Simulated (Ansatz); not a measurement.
A search over several starts for the lowest SCF solution of TiAl5⁻ at the given spin, in a small basis.

```yaml
crystal:
  periodic: [false, false, false]
  atoms:
    - {symbol: Ti, position_ang: [0.116320, -0.449214, -0.652116]}
    - {symbol: Al, position_ang: [1.705022, 0.741280, 1.039614]}
    - {symbol: Al, position_ang: [-0.161366, 2.113085, -0.242761]}
    - {symbol: Al, position_ang: [-1.993376, 0.405928, 0.616261]}
    - {symbol: Al, position_ang: [0.460258, -1.841588, -2.652722]}
    - {symbol: Al, position_ang: [-0.126847, -0.969492, 1.891724]}
basis:
  gaussian: {orbitals: def2-SVP, initial_orbitals: start.molden}
total_charge: -1
hamiltonian: {xc: pbe0, dispersion: d4}
output: {orbitals: {seedname: orbitals}}
```

The file start.molden holds the orbitals of an earlier run on this structure, at another level or in another basis.

```sh
$ ansatz run in.yaml --threads 4 --pin off --events-out ev --progress --plain --max-ram 4787MiB
```

Shortened log:

```
Functional definition: PBE0
1140 factors; integrals over basis functions are off by at most 6.8e-4 eV
mean field evaluation 1: about -56029.1601 eV, gradient 1.6e2 eV
mean field evaluation 2: about -56047.8344 eV, gradient 2.3e1 eV
mean field evaluation 4: about -56060.1050 eV, gradient 2.2e1 eV
mean field evaluation 8: about -56063.3252 eV, gradient 5.1e-1 eV
mean field evaluation 16: about -55965.4983 eV, gradient 1.3e2 eV
mean field evaluation 32: about -56063.3329 eV, gradient 4.2e-3 eV
mean field -56063.33286077 eV, -2060.2894815416 hartree, gradient 2.1e-5 eV, S^2 0.000000; 5 other end points of the search recorded, 0 dependent functions left out
reference -56063.33289015 eV, -2060.2894826212 hartree; 44, 44 occupied and 77, 77 virtual orbitals, 1140 factors
Total energy: -56063.59759612 eV, -2060.2992103862 hartree
```

Run time 7 s (4 threads of Arm Neoverse V1 on a shared host).

The restricted singlet is unstable towards broken spin symmetry at other levels; at PBE0-D4/def2-SVP this wasn't settled. No other spin state of charge -1 was run. The geometry of the singlet was relaxed on an unsound state (restricted singlet, unstable towards broken spin symmetry at other levels and untested here). Another isomer (singlet) lies 1.19 eV lower at PBE0-D4/def2-TZVPD; other spin states weren't run for this one.
